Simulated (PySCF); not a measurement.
Mapped SMILES: `[SiH3:1][O:2][C@H:3]1[CH2:4][S:5]1`. Each H is labelled by its parent atom. Ha(C4) is cis to O2 on the ring; Hb(C4) is trans to O2 on the ring.

Geometry: GFN2-xTB; GIAO shifts from PySCF 2.14.0 with density-fitted response routines, gas phase, non-relativistic, averaged over equivalent atoms.

At PBE0/pcSseg-1 (129 basis functions, 11 s wall time on 1 thread of an Intel Xeon Platinum 8488C, shared host):
```json
{"atoms": "Si1", "δ (ppm)": "-35.3"}
{"atoms": "O2", "δ (ppm)": "46.6"}
{"atoms": "C3", "δ (ppm)": "68.3"}
{"atoms": "C4", "δ (ppm)": "28.6"}
{"atoms": "H(C3)", "δ (ppm)": "5.26"}
{"atoms": "H(Si1)", "δ (ppm)": "4.78"}
{"atoms": "Ha(C4)", "δ (ppm)": "2.49"}
{"atoms": "Hb(C4)", "δ (ppm)": "2.34"}
```

δ = σ(ref) − σ, references computed at the same level: TMS for ²⁹Si (σ = 349.16 ppm), ¹³C (σ = 186.93 ppm), ¹H (σ = 31.72 ppm); H2O for ¹⁷O (σ = 336.08 ppm).

Predict the values at LC-wPBE/pcSseg-1 on the same geometry.

Answers


```csv
atoms,δ at LC-wPBE/pcSseg-1,change
Si1,-28.5,+6.8
O2,33.7,-12.9
C3,66.0,-2.3
C4,27.2,-1.4
H(C3),5.00,-0.26
H(Si1),4.68,-0.10
Ha(C4),2.45,-0.04
Hb(C4),2.26,-0.08
```

Scale: ²⁹Si (σref 356.74), ¹³C (σref 191.02), ¹H (σref 31.78) against TMS; ¹⁷O (σref 340.17) vs H2O (reference shieldings calculated alike).

The largest change is at O2 (oxygen bonded to C, Si). Cost: 129 basis functions, 17 s wall time on 1 thread of an Intel Xeon Platinum 8488C, shared host.

Experimental scales use liquid or dissolved standards, which lie at an offset from isolated H2O (liquid H2O: subtract about 36 ppm).
